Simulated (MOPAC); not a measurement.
MOPAC input (PM7):

```
PM7 FORCE THERMO(298,298) PRECISE LET GEO-OK AUX(PRECISION=9) THREADS=1
CH7BO2Si

C     2.21491704 1    0.39810083 1    0.26777535 1
Si    0.84603182 1   -0.78574554 1   -0.13987478 1
B    -0.94085662 1    0.14712999 1   -0.03209503 1
O    -1.20770002 1    1.48802055 1    0.29427547 1
O    -2.07322905 1   -0.60930087 1   -0.31175938 1
H     2.25181160 1    1.25400851 1   -0.42985537 1
H     3.20674837 1   -0.08956767 1    0.21576075 1
H     2.12376511 1    0.81025150 1    1.28879451 1
H     1.01451408 1   -1.29413316 1   -1.49289800 1
H     0.84301062 1   -1.88861459 1    0.80941601 1
H    -0.53214717 1    2.12008877 1    0.50779306 1
H    -2.92063055 1   -0.14612473 1   -0.25526389 1
```

Output:

```
 *******************************************************************************
 **                                                                           **
 **                              MOPAC v23.2.5                                **
 **                                                                           **
 *******************************************************************************
 ** MOPAC's Digital Object Identifier: https://doi.org/10.5281/zenodo.6511958 **
 **                                                                           **
 ** Please cite the open-source release paper for use of this MOPAC version:  **
 ** J. E. Moussa and J. J. P. Stewart (2026)                                  **
 ** MOPAC: An open-source semiempirical molecular orbital program             **
 ** J. Open Source Softw., 11(119), 8025, https://doi.org/10.21105/joss.08025 **
 *******************************************************************************

                              PM7 CALCULATION RESULTS

 *******************************************************************************
 *  PM7        - The PM7 Hamiltonian to be used
 *  GEO-OK     - OVERRIDE INTERATOMIC DISTANCE AND OTHER SAFETY CHECKS
 *  LET        - OVERRIDE SOME SAFETY CHECKS
 *  PRECISE    - TIGHTER CRITERIA TO BE USED
 *  FORCE      - FORCE CALCULATION SPECIFIED
 *  AUX        - OUTPUT AUXILIARY INFORMATION
 *  THERMO     - THERMODYNAMIC QUANTITIES TO BE CALCULATED
 *******************************************************************************
PM7 FORCE THERMO(298,298) PRECISE LET GEO-OK AUX(PRECISION=9) THREADS=1
 CH7BO2Si

   ATOM   CHEMICAL          X               Y               Z
  NUMBER   SYMBOL      (ANGSTROMS)     (ANGSTROMS)     (ANGSTROMS)

     1       C          2.21491704  *   0.39810083  *   0.26777535  *
     2      Si          0.84603182  *  -0.78574554  *  -0.13987478  *
     3       B         -0.94085662  *   0.14712999  *  -0.03209503  *
     4       O         -1.20770002  *   1.48802055  *   0.29427547  *
     5       O         -2.07322905  *  -0.60930087  *  -0.31175938  *
     6       H          2.25181160  *   1.25400851  *  -0.42985537  *
     7       H          3.20674837  *  -0.08956767  *   0.21576075  *
     8       H          2.12376511  *   0.81025150  *   1.28879451  *
     9       H          1.01451408  *  -1.29413316  *  -1.49289800  *
    10       H          0.84301062  *  -1.88861459  *   0.80941601  *
    11       H         -0.53214717  *   2.12008877  *   0.50779306  *
    12       H         -2.92063055  *  -0.14612473  *  -0.25526389  *

          CARTESIAN COORDINATES

    NO.       ATOM           X           Y           Z

     1         C          2.2149      0.3981      0.2678
     2        Si          0.8460     -0.7857     -0.1399
     3         B         -0.9409      0.1471     -0.0321
     4         O         -1.2077      1.4880      0.2943
     5         O         -2.0732     -0.6093     -0.3118
     6         H          2.2518      1.2540     -0.4299
     7         H          3.2067     -0.0896      0.2158
     8         H          2.1238      0.8103      1.2888
     9         H          1.0145     -1.2941     -1.4929
    10         H          0.8430     -1.8886      0.8094
    11         H         -0.5321      2.1201      0.5078
    12         H         -2.9206     -0.1461     -0.2553

[...]
 FREQUENCY          2642.27         C  1 -- H  7         +65.7% ( 83.6%)     99.3%
 TRANSITION DIPOLE   0.6469         C  1 -- H  6         +16.7% ( 42.1%)     85.4%
 TRAVEL (Ang.)       0.2247         C  1 -- H  8         +16.7% ( 42.1%)     85.4%
 REDUCED MASS        0.5055         C  1 -- Si 2          +0.9% (  9.6%)      0.0%
 EFFECTIVE MASS      1.4586
 FORCE CONSTANT      2.0793

 VIBRATION         27   11A"          ATOM PAIR      ENERGY CONTRIBUTION    RADIAL
 FREQUENCY          2648.04         C  1 -- H  8         +49.1% ( 72.3%)     97.7%
 TRANSITION DIPOLE   0.6641         C  1 -- H  6         +49.1% ( 72.3%)     97.7%
 TRAVEL (Ang.)       0.2250         C  1 -- Si 2          +0.9% (  9.7%)      0.0%
 REDUCED MASS        0.5028         C  1 -- H  7          +0.8% (  9.4%)      0.0%
 EFFECTIVE MASS      1.4666
 FORCE CONSTANT      2.0772

 VIBRATION         28   17A'          ATOM PAIR      ENERGY CONTRIBUTION    RADIAL
 FREQUENCY          2739.65         O  4 -- H 11         +86.1% ( 92.5%)     98.6%
 TRANSITION DIPOLE   1.2386         C  1 -- H  7          +4.4% ( 20.9%)     97.4%
 TRAVEL (Ang.)       0.1874         C  1 -- H  8          +3.8% ( 19.3%)     96.3%
 REDUCED MASS        0.7007         C  1 -- H  6          +3.8% ( 19.3%)     96.3%
 EFFECTIVE MASS      1.3191
 FORCE CONSTANT      3.0986

 VIBRATION         29   18A'          ATOM PAIR      ENERGY CONTRIBUTION    RADIAL
 FREQUENCY          2746.45         C  1 -- H  8         +28.6% ( 51.6%)     96.5%
 TRANSITION DIPOLE   1.1394         C  1 -- H  6         +28.6% ( 51.6%)     96.5%
 TRAVEL (Ang.)       0.3121         C  1 -- H  7         +27.2% ( 50.3%)     96.2%
 REDUCED MASS        0.2521         O  4 -- H 11         +11.9% ( 33.2%)     98.5%
 EFFECTIVE MASS      1.1582
 FORCE CONSTANT      1.1204

 VIBRATION         30   19A'          ATOM PAIR      ENERGY CONTRIBUTION    RADIAL
 FREQUENCY          2754.81         O  5 -- H 12         +95.0% ( 97.4%)     98.4%
 TRANSITION DIPOLE   1.3238         O  4 -- H 11          +3.1% ( 17.7%)     98.6%
 TRAVEL (Ang.)       0.1687         C  1 -- H  6          +0.5% (  7.3%)     95.9%
 REDUCED MASS        0.8605         C  1 -- H  8          +0.5% (  7.3%)     95.9%
 EFFECTIVE MASS      1.3186
 FORCE CONSTANT      3.8477

      SYMMETRY NUMBER FOR POINT-GROUP Cs  =  1

          SYSTEM IS A GROUND STATE

 CH7BO2Si

          MOLECULE IS NOT LINEAR

          THERE ARE 30 GENUINE VIBRATIONS IN THIS SYSTEM
          THIS THERMODYNAMICS CALCULATION IS LIMITED TO
          MOLECULES WHICH HAVE NO INTERNAL ROTATIONS

                    CALCULATED THERMODYNAMIC PROPERTIES
                                          *
   TEMP. (K)   PARTITION FUNCTION   H.O.F.    ENTHALPY  HEAT CAPACITY ENTROPY
                                   KCAL/MOL   CAL/MOLE    CAL/K/MOL  CAL/K/MOL

 298.00  VIB.     0.6957D+03                  3221.3253    21.9057    23.8158
         ROT.     0.1712D+06                   888.2803     2.9808    26.9273
         INT.     0.1191D+09                  4109.6056    24.8865    50.7431
         TRA.     0.8249D+27                  1480.4672     4.9680    39.4004
         TOT.                     -155.307    5590.0728    29.8545    90.1435

   *: NOTE: HEATS OF FORMATION ARE RELATIVE TO THE
            ELEMENTS IN THEIR STANDARD STATE AT 298K
              (=  Standard Enthalpy of Formation).

            Hvib:  Zero-point energy is not included.
                   frequencies of less than zero cm-1 are not included.
            Hrot = (3/2)RT
            Htra = (3/2)RT + pV = (5/2)RT

            Heat capacity is Cp, not Cv

          For more information, see: HTTP://OpenMOPAC.net/Manual/thermochemistry.html

           FORCE CONSTANT IN CARTESIAN COORDINATES (Millidynes/A)

    ATOM   CHEMICAL       X               Y               Z
   NUMBER   SYMBOL  FORCE CONSTANT  FORCE CONSTANT  FORCE CONSTANT

      1       C        5.138361        5.697210        5.812397
      2      Si        4.472996        4.182800        4.880262
      3       B        6.848937        5.840914        1.043751
      4       O        5.790247        3.454423        0.294616
      5       O        5.502261        3.983697        0.393658
      6       H        1.101523        1.271210        2.773770
      7       H        1.073219        3.502944        0.554947
      8       H        1.101526        1.271207        2.773770
      9       H        0.620256        0.839019        2.147603
     10       H        0.620255        0.839021        2.147603
     11       H        4.140968        0.478538        0.101526
     12       H        1.252236        3.512823        0.165796

 **********************
 *                    *
 * JOB ENDED NORMALLY *
 *                    *
 **********************

 == MOPAC DONE ==
```
